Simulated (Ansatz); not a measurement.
A made-up structure of BGeH₅O, closed shell:

| atom | x (Å) | y (Å) | z (Å) |
| --- | --- | --- | --- |
| B1 | 0.5580 | -0.7508 | 0.8056 |
| O2 | -0.2059 | -0.3175 | -0.7628 |
| Ge3 | -0.7135 | 0.8784 | -1.0941 |
| H4 | -1.3117 | 1.0337 | -2.4719 |
| H5 | -0.6859 | 2.0302 | -0.1180 |
| H6 | 0.5342 | 0.1771 | 1.4845 |
| H7 | 1.6305 | -1.0811 | 0.5543 |
| H8 | -0.0644 | -1.6194 | 1.2307 |

It is relaxed with PBE-D4/def2-SVP and then PBE0-D4/def2-TZVP (Ansatz 0.2.0). Atoms count as bonded within 1.22 times the sum of their covalent radii (H–H: 0.88 Å). The end point is not checked to be a true minimum.

Task: Does its bonding change? (A judgement: the text doesn't fix the answer.)

Result: By the calculation: No: no bond forms or breaks.

Where it ends: The first stage lowers the energy by 4.87 eV in 8 steps. It ends as BGeH₅O ([BH3][O][GeH2]):
B1  (0.537, -0.763, 0.742)
O2  (-0.095, -0.569, -0.691)
Ge3  (-0.713, 0.926, -1.055)
H4  (-1.319, 1.086, -2.450)
H5  (-0.683, 2.083, -0.064)
H6  (0.433, 0.311, 1.332)
H7  (1.692, -1.077, 0.547)
H8  (-0.110, -1.646, 1.266)
(Å)

Labels in which every atom is bracketed show which atoms are joined, not bond orders.

For scale, one of the runs: PBE0-D4/def2-TZVP relaxation, 140 basis functions, launched by `ansatz run in.yaml --threads 2 --pin off --events-out ev --progress --plain --max-ram 4352MiB`. Hardware: 2 CPU threads of an Arm Neoverse V1, shared host. Wall time about 26 s.
